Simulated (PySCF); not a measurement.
CdCl₂, SMILES [Cl][Cd][Cl].

Geometry: B3LYP-D3(BJ)/def2-TZVP. The isomer is the one that the SMILES or the coordinates give; other isomers of the formula were not compared. The def2 effective core potentials stand for the cores of Cd; spin–orbit coupling is left out.

Two levels are set side by side: PBE/def2-TZVPD (PySCF) and B3LYP/def2-TZVPD (PySCF). Same geometry, gas phase. Differences are taken from unrounded values.

```csv
quantity,B3LYP
orbital gap (eV),5.97
highest occupied level (eV),-8.69
lowest empty level (eV),-2.72
mean polarisability (bohr³),59.8
```

Question: What does PBE give, and how far is it from B3LYP? (An estimate is asked for; the answer gives what the named calculation found.)

Answer: 
```json
[
 {"quantity": "orbital gap (eV)", "PBE": "4.32", "PBE minus B3LYP": "-1.65"},
 {"quantity": "highest occupied level (eV)", "PBE": "-7.60", "PBE minus B3LYP": "1.09"},
 {"quantity": "lowest empty level (eV)", "PBE": "-3.28", "PBE minus B3LYP": "-0.56"},
 {"quantity": "mean polarisability (bohr³)", "PBE": "61.9", "PBE minus B3LYP": "2.1"}
]
```

PBE's occupied levels lie high since its potential decays too fast outside the molecule; exact exchange lowers them and widens the gap. Loosely held outer electrons make PBE densities more polarisable. Differences between two approximate levels are no errors against the true value.

Rough cost on one machine, each run with all the roots and properties that it gave: B3LYP against PBE within a factor of 2.
